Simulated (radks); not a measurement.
The numbers below are computed, except where a source is named.
Tb III, 63 electrons, occupied as [Xe] 4f9 (the NIST ground configuration).

Code: a radial shooting solver on a logarithmic mesh with Libxc functionals. Model: Dirac Kohn-Sham, LDA (Slater exchange, Perdew-Wang correlation), spin-unpolarised, spherical densities, point nucleus; open shells are shared between the two j in proportion to 2j + 1.

Energy parts (eV):
total: -318658.00
kinetic: 348469.83
electron-nucleus: -783837.69
Hartree: 123488.71
exchange-correlation: -6778.85

Orbitals (lengths in bohr, moments of r in powers of bohr; <r^-3> diverges for s and p1/2):
| orbital | occ. | eigenvalue (eV) | <r^-3> | <r^4> | <r> | small-component weight |
|---|---|---|---|---|---|---|
| 1s1/2 | 2 | -51771.55 | - | 1.066e-06 | 0.02152 | 5.87e-02 |
| 2s1/2 | 2 | -8590.297 | - | 0.0001678 | 0.09101 | 1.30e-02 |
| 2p1/2 | 2 | -8166.778 | - | 0.0001035 | 0.07592 | 1.31e-02 |
| 2p3/2 | 4 | -7421.025 | 10440 | 0.0001371 | 0.08287 | 1.21e-02 |
| 3s1/2 | 2 | -1915.410 | - | 0.006492 | 0.2392 | 4.13e-03 |
| 3p1/2 | 2 | -1730.935 | - | 0.005877 | 0.2288 | 4.08e-03 |
| 3p3/2 | 4 | -1577.045 | 2227 | 0.007254 | 0.2420 | 3.80e-03 |
| 3d3/2 | 4 | -1258.240 | 375.9 | 0.005205 | 0.2142 | 3.69e-03 |
| 3d5/2 | 6 | -1224.632 | 332.8 | 0.005556 | 0.2183 | 3.61e-03 |
| 4s1/2 | 2 | -389.8911 | - | 0.1604 | 0.5417 | 1.32e-03 |
| 4p1/2 | 2 | -317.6541 | - | 0.1820 | 0.5529 | 1.24e-03 |
| 4p3/2 | 4 | -283.2218 | 498.6 | 0.2254 | 0.5834 | 1.14e-03 |
| 4d3/2 | 4 | -164.0973 | 71.40 | 0.3227 | 0.6180 | 9.72e-04 |
| 4d5/2 | 6 | -157.8808 | 62.22 | 0.3461 | 0.6289 | 9.44e-04 |
| 5s1/2 | 2 | -61.5783 | - | 5.836 | 1.325 | 2.73e-04 |
| 5p1/2 | 2 | -42.0589 | - | 9.967 | 1.492 | 2.14e-04 |
| 5p3/2 | 4 | -37.5870 | 63.60 | 12.97 | 1.593 | 1.88e-04 |
| 4f5/2 | 3.85714 | -17.5526 | 8.490 | 3.497 | 0.8832 | 5.40e-04 |
| 4f7/2 | 5.14286 | -16.7616 | 8.133 | 3.889 | 0.9006 | 5.27e-04 |

The highest occupied level is 4f7/2 at -16.762 eV. For comparison, the ionisation energy in NIST's Atomic Spectra Database is 21.82 eV (semi-empirical). In exact Kohn-Sham theory the highest level is minus the ionisation energy, but local and semilocal functionals leave it too shallow, through self-interaction and a potential that decays too fast; potentials with the right tail come closer. The density falls to 0.001 e/bohr^3 at r = 3.43 bohr.

Beside tabulated values, note that spin-unpolarised runs miss the spin-polarisation part of the exchange energy of open shells.
